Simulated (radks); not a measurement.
The potassium anion K-, [Ar] 4s2, held by a Watson sphere: a shell of charge +1 at radius R that stands for the Madelung well of a crystal (potential energy -1/R inside, -1/r outside, in hartree with lengths in bohr). All-electron calculation, scalar-relativistic Kohn-Sham, LDA (Slater exchange, Perdew-Wang correlation), spin-polarised, spherical densities, point nucleus. Program: a radial shooting solver on a logarithmic mesh with Libxc functionals. Response by self-consistent Sternheimer equations with the Hartree and adiabatic LDA kernel, the relativistic mass of each level held fixed and spin-orbit coupling left out. The sphere does not respond.

R (bohr)  e(3s) (eV)  e(3p) (eV)  e(4s) (eV)  <r> 4s (bohr)  sum of <r^2> (bohr^2)  X-ray form factor at sin(theta)/lambda = 0.2 1/angstrom  alpha (bohr^3)
2.91         -36.702     -20.423      -3.628          4.273                  61.81                                                   13.642           181.9
3.19         -36.180     -19.900      -3.568          4.347                  63.24                                                   13.641           192.5
4.48         -34.865     -18.561      -3.189          4.762                  71.66                                                   13.670           268.4
4.5          -34.853     -18.549      -3.182          4.769                  71.81                                                   13.671           269.9

Estimate the row for R = 4.23 bohr.

Answer. e(3s) (eV) -35.028; e(3p) (eV) -18.728; e(4s) (eV) -3.268; <r> 4s (bohr) 4.678; sum of <r^2> (bohr^2) 69.88; X-ray form factor at sin(theta)/lambda = 0.2 1/angstrom 13.663; alpha (bohr^3) 250.8.
